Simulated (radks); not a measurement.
The numbers below are computed, except where a source is named.
Trend from B3+ to Ne3+: ionisation energy by Delta-SCF between NIST ground configurations, and size. Level of theory: scalar-relativistic Kohn-Sham, r2SCAN, spin-polarised, spherical densities, finite nucleus; open shells are filled with parallel spins first; meta-GGA in the generalised Kohn-Sham scheme; Fermi nuclear charge, rms radius of each element as measured or else 0.836 A^(1/3) + 0.57 fm (a radial shooting solver on a logarithmic mesh with Libxc functionals).

species  configuration  configuration of the ion  IE (eV)  NIST (eV)       kind  r at 0.001 e/bohr^3 (bohr)
B3+               [He]                       1s1   259.48     259.37     theory                        1.22
C3+           [He] 2s1                      [He]   64.397     64.494       exp.                        2.44
N3+           [He] 2s2                  [He] 2s1   75.868     77.474       exp.                        2.41
O3+       [He] 2s2 2p1                  [He] 2s2   77.195     77.414       exp.                        2.33
F3+       [He] 2s2 2p2              [He] 2s2 2p1   88.331      87.18  semi-emp.                        2.23
Ne3+      [He] 2s2 2p3              [He] 2s2 2p2   98.987     97.190  semi-emp.                        2.15

Reference values: NIST Atomic Spectra Database (exp. = measured, semi-emp. = semi-empirical, theory = theoretical value adopted there). Open shells are spherical and high-spin; term and fine-structure splittings are not resolved.
